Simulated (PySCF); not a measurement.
HOSr, SMILES [OH][Sr], multiplicity 2. Geometry optimised at PBE-D3(BJ)/def2-TZVPD. The def2 effective core potentials stand for the cores of Sr; spin–orbit coupling is left out.

Question: Give the equilibrium geometry at PBE-D3(BJ)/def2-TZVPD (PySCF confirms it by a frequency run) as bond lengths and angles, and its point group. (The exact figures need the calculation; the answer reports its results.)

Answer: point group C∞v.
Atoms: Sr1 O2 H3. Bonds (Å): Sr1–O2 2.112, O2–H3 0.965. Bond angles (°): Sr1–O2–H3 180.0.
Charge 0, spin multiplicity 2.
